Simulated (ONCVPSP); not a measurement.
**platinum, ONCV: configuration errors across variants**

* Element: platinum
* Generator: ONCVPSP 4.0.1
* Type: optimised norm-conserving Vanderbilt (ONCV)
* Functional: PBE
* Relativity: fully relativistic
* Frozen core: [Kr] 4d10
* Valence charge: 32
* Reference configuration: 4f14 5s2 5p6 5d9 6s1
* Partial waves: 5s+6s: rc 1.55 bohr, ncon 4, nbas 7, qcut 6.8 1/bohr, 2 projectors; 5p: rc 1.55 bohr, ncon 4, nbas 7, qcut 9.4 1/bohr, 1 projector; 5d: rc 1.65 bohr, ncon 4, nbas 8, qcut 5.4 1/bohr, 1 projector; 4f: rc 0.95 bohr, ncon 4, nbas 8, qcut 17.5 1/bohr, 2 projectors, debl 1.7 Ha
* Local potential: polynomial inside 0.60 bohr (lpopt 5, dvloc0 4 Ha)
* Core correction: polynomial model core, fcfact 0.55

Open shells are filled in proportion to 2j + 1.

In the f channel the program set the typed energies aside and used -2.512, 0.250 Ha (j = l + 1/2; the other j can differ).

All-electron excitation energies from the reference (eV): (1) 4f14 5s2 5p6 5d9 6s0 9.211; (2) 4f14 5s2 5p6 5d8 6s0 29.192; (3) 4f14 5s2 5p6 5d7 6s0 61.406; (4) 4f14 5s1 5p6 5d9 6s1 108.320.

A true bound ghost makes a file unfit for plane-wave use even where its test errors are small: the radial tests pick states by their node count and pass the ghost by.

Errors AE − PS in meV (a dash: test not solved or not reliable):

```csv
change,(1),(2),(3),(4),bound ghosts,GHOST(+) flags above zero
base,-1.6,+5.2,+29,-214,"s, p3/2, p1/2","d5/2, d3/2"
s: rc 1.34,-0.7,+5.7,+28,-69,"s, p3/2, p1/2","d5/2, d3/2"
"all radii but the core radius scaled by about 1.30 (s 2.02, p 2.02, d 2.14, f 1.24 bohr); local potential polynomial inside 0.78 bohr (lpopt 5, dvloc0 4 Ha)",-1.5,-6.3,+7.4,-435,"s, p3/2, p1/2","d5/2, d3/2"
p: qcut 8.9,-1.6,+5.2,+29,-213,"s, p3/2, p1/2","d5/2, d3/2"
"core correction polynomial model core, fcfact 0.58",-1.6,+5.2,+29,-214,"s, p3/2, p1/2","d5/2, d3/2"
```

(1) Give the same row for: s: qcut 8.1; p: qcut 11.2; d: qcut 6.4; f: qcut 20.9.

Answers

(1) -1.3, +6.9, +35, -85; bound ghosts: s, p3/2, p1/2; GHOST(+) flags above zero: d5/2, d3/2.
